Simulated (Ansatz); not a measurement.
CH7BGaN (`[CH3][GaH][BH]N`), relaxed with RKS PBE0-D4/def2-TZVP in Ansatz 0.2.0 from a PBE-D4/def2-SVP geometry. The force threshold is 0.005 eV/Å; the program also tests the step.

Total charge 0; spin multiplicity 1.

Start:

```xyz
11

C     0.377    0.400    2.122
Ga    0.244    0.895    0.194
B    -0.760   -0.223   -1.264
N    -0.185   -1.173   -2.116
H     1.446    0.229    2.375
H    -0.193   -0.511    2.391
H     0.035    1.241    2.761
H     0.922    2.309   -0.130
H    -1.966   -0.051   -1.398
H     0.805   -1.421   -2.126
H    -0.725   -1.696   -2.810
```

**Question.** How much energy does the relaxation release, and in how many steps? (An estimate is asked.)

**Answer.** The calculation gave: 3.38 kJ/mol, in 17 steps, 2 of them rejected.

**Question.** Which bonds change most? (Estimate.)

**Answer.** Ansatz gave: B3–H9 from 1.226 to 1.205 Å; C1–H5 from 1.112 to 1.094 Å; C1–H6 from 1.107 to 1.091 Å; C1–H7 from 1.110 to 1.094 Å.

**Question.** Give the relaxed structure. (Best estimate.)

**Answer.** Ansatz gave: 
```xyz
11

C     0.389    0.386    2.102
Ga    0.257    0.903    0.194
B    -0.759   -0.200   -1.264
N    -0.202   -1.177   -2.081
H     1.443    0.324    2.393
H    -0.090   -0.567    2.328
H    -0.061    1.161    2.728
H     0.934    2.301   -0.136
H    -1.935    0.004   -1.433
H     0.764   -1.456   -2.060
H    -0.738   -1.680   -2.770
```
